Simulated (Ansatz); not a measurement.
System: C2H5Ge, charge 0, doublet. C2H5Ge (SMILES [H]/[C]=[CH]\[GeH3], doublet).
B3LYP-D3(BJ)/def2-TZVP minimum from Ansatz (a program for electronic structure):
```xyz
8

C      2.0827     0.4890    -0.6348
C      1.3157    -0.0090     0.2863
Ge    -0.6448    -0.0955     0.0757
H      1.9722     0.9315    -1.6139
H      1.7232    -0.4012     1.2168
H     -1.0152     0.5017    -1.2906
H     -1.1128    -1.5608     0.1552
H     -1.3253     0.7040     1.2027
```
Charge 0, spin multiplicity 2.

Atomisation energy term by term, kcal/mol (programs: Ansatz). Open shells are spin-unrestricted; no spin-orbit coupling. Cores are frozen in correlated methods (noble-gas shells, and filled d and f shells in the p block). No relativity. CBS(X,Y): correlation extrapolated as X^-3, Hartree-Fock from the larger set. A bracket is a step between two methods taken in the basis named. Where a partner has so few electrons that a lower coupled-cluster level is exact, that level stands in. The UHF reference of C2H5Ge ([H]/[C]=[CH]\[GeH3], doublet) is spin-contaminated (<S^2> up to 0.17 over the pure value in the sets run).

```json
[
 {"term": "Hartree-Fock", "basis": "cc-pVQZ", "kcal/mol": "467.69"},
 {"term": "CCSD correlation", "basis": "CBS(cc-pVTZ,cc-pVQZ)", "kcal/mol": "148.43"},
 {"term": "(T)", "basis": "CBS(cc-pVTZ,cc-pVQZ)", "kcal/mol": "9.36"},
 {"term": "CCSDT(Q) - CCSD(T)", "basis": "cc-pVDZ", "kcal/mol": "0.99"},
 {"term": "sum: De", "basis": "", "kcal/mol": "626.5"}
]
```
